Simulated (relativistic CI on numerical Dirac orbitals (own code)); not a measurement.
Computed by Dirac-Coulomb-Breit CI, KLI orbitals optimised for each configuration, a model potential for QED, valence Slater integrals scaled by 0.9, P86 correlation estimate, and configurations built on the next ion tied to the tabulated ionisation energy (semi-empirical) (own radial code, finite nucleus).

Configuration list (outside the closed core [Ne]): 3s2, 3s.3d, 3s.4s, 3s.4p, 3s.3p, 3s.4d, 3s.5s, 3s.4f, 3p2, 3d2, 3p.3d, 3p.4s, 3d.4s, 3s.5p, 3s.5d, 4s2, 3s.5f, 3s.5g. Levels of other configurations are missing.

Configurations that consist of the next ion and one excited electron were tied to the tabulated ionisation energy; Rydberg ones are usually within 1,000 to 3,000 cm⁻¹ and the lowest ones within about 6,000 (9,000 in d shells), while levels on excited terms of the next ion carry the error of that term, and the other configurations can be misplaced by 10,000 cm⁻¹ or more. Rates follow the energies as ν³ (E1, M1) or ν⁵ (E2), so rates, branching and lifetimes can be off by large factors. 56 of the 64 excited levels that our extract of the measured tables holds in this range could be paired (the sources list more); they are missed by 2529 cm⁻¹ on average and 9883 at most, and levels without a partner can miss by more.

Outline of the computed level scheme of K VIII. Lowest level of each configuration: 3s2 1S_0 at 0.0000 eV; 3s.3p 3P°_0 at 15.8966 eV; 3p2 1D_2 at 37.4073 eV; 3s.3d 3D_1 at 45.9498 eV; 3p.3d 3F°_2 at 62.6766 eV; 3s.4s 3S_1 at 78.6468 eV; 3s.4p 3P°_0 at 86.1773 eV; 3d2 3F_2 at 92.4809 eV; 3s.4d 3D_1 at 95.9886 eV.

Some strong electric-dipole decays among the lowest 44 levels: 3s.4s 1S_0 → 3s.3p 1P°_1 (4.2e+10 s⁻¹); 3s.4s 3S_1 → 3s.3p 3P°_2 (2.8e+10 s⁻¹); 3s.4d 3D_3 → 3s.3p 3P°_2 (2.4e+10 s⁻¹); 3s.3d 1D_2 → 3s.3p 1P°_1 (2.2e+10 s⁻¹); 3s.4p 1P°_1 → 3s2 1S_0 (2.2e+10 s⁻¹); 3s.4d 3D_2 → 3s.3p 3P°_1 (1.8e+10 s⁻¹); 3s.4s 3S_1 → 3s.3p 3P°_1 (1.7e+10 s⁻¹); 3s.4d 1D_2 → 3s.3p 1P°_1 (1.6e+10 s⁻¹).
